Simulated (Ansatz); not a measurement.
`O=C/C=[CH]/[AlH2]` + H₂O → `O/C=[CH]\[AlH2]` + `C=O` at 600 K and 1 bar (formal hydrolysis of a C–C bond).

Computed with Ansatz on PBE0-D4/def2-TZVP structures; ΔE is electronic, products minus reactants. CCSD(T)/CBS adds triple-zeta CCSD(T) − MP2 to the extrapolated MP2 energy (def2 sets, frozen cores). This one scheme is used for every species. Double bonds are as drawn, so ΔE can hold a change between cis and trans. One conformer a species, not always the lowest.

| species | CCSD(T)/CBS energy (Eh) | H − E (kJ/mol) | S (J/(mol·K)) |
| --- | --- | --- | --- |
| `O=C/C=[CH]/[AlH2]` | -434.29606 | 229.1 | 427.9 |
| H₂O | -76.37941 | 76.8 | 212.8 |
| `O/C=[CH]\[AlH2]` | -396.26276 | 211.5 | 383.0 |
| `C=O` | -114.39408 | 92.5 | 246.7 |

H − E and S are ideal-gas, rigid-rotor, harmonic terms from PBE0-D4/def2-TZVP, for one conformer and one mirror image of each species. 1 Eh = 2625.50 kJ/mol, R = 8.31446 J/(mol·K).

Problem. By hand: ΔE, ΔH, ΔS and ΔG.

Solution. ΔE = (-396.26276) + (-114.39408) − (-434.29606) − (-76.37941) = 0.01863 Eh = 48.9 kJ/mol. Δ(H − E) = 211.5 + 92.5 − 229.1 − 76.8 = -1.9, so ΔH = 47.0 kJ/mol. ΔS = 383.0 + 246.7 − 427.9 − 212.8 = -11.0 J/(mol·K). ΔG = 47.0 − 600 × (-11.0)/1000 = 53.6 kJ/mol.

Problem. By hand: the equilibrium constant, and the temperature at which ΔG would vanish if ΔH and ΔS stayed fixed.

Solution. log₁₀ K = −ΔG/(RT ln 10) = -4.7. ΔH and −TΔS have one sign here, so there is no such temperature.

The number of gas molecules stays the same, so ΔS is small and ΔH decides. A doubt of 5 kJ/mol in ΔE shifts log₁₀ K by 0.4 here. Other conformers and mirror images would add mixing entropy, several J/(mol·K) or more a flexible species. These are equilibria of isolated gas molecules and say nothing of rates. Largest T1 diagnostic: 0.015 (customary marks: 0.02 for closed shells, 0.045 for open ones).

ΔS is within the doubt of such terms, so its sign, and with it that verdict, could turn.
